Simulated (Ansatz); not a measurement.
Reactions of C₄H₈S, SMILES `C=CC(C)S`.

Calculated with Ansatz (gas phase, PBE0-D4/def2-TZVP geometries, no zero-point term in ΔE). CCSD(T)/CBS is the MP2 limit (def2-TZVPP, def2-QZVPP) plus CCSD(T) − MP2 in def2-TZVPP, frozen cores. This one scheme is used for every species. DFT in def2-TZVPP. B3LYP here is the variant with VWN-RPA as its local correlation; programs differ in this. For Mg outer-core shells are correlated without core-valence functions, which leaves a few kJ/mol of doubt a bond. Each species was taken in one conformer, which may not be the lowest.

| reaction | B3LYP-D4 (kJ/mol) | r2SCAN-D4 (kJ/mol) | HF/CBS(def2) (kJ/mol) | ωB97M-V (kJ/mol) | CCSD(T)/CBS(def2) (kJ/mol) |
| --- | --- | --- | --- | --- | --- |
| `C=CC(C)S` + `FC1=CB[SiH2]1` → `CB1C=C(F)[SiH2]1` + `C=CCS` | -44 | -45 | -44 | -42 | -38 |
| `C=CC(C)S` + H₂ → `CCS` + `C=C` | -45 | -40 | -76 | -44 | -42 |
| `C=CC(C)S` + `N[SiH2]S` → `C=CN[SiH2]S` + `CCS` | 2 | 3 | 2 | 9 | 14 |
| `C=CC(C)S` + CH₃OH → `COC(C)S` + `C=C` | 21 | 21 | 20 | 23 | 28 |
| `C=CC(C)S` + `CCCO` → `C=COCCC` + `CCS` | 7 | 5 | 3 | 11 | 18 |
| `C=CC(C)S` + `[OH][MgH]` → `[CH3][Mg][OH]` + `C=CCS` | -21 | -20 | -19 | -18 | -23 |

Largest T1 diagnostic: 0.014, for `FC1=CB[SiH2]1`.
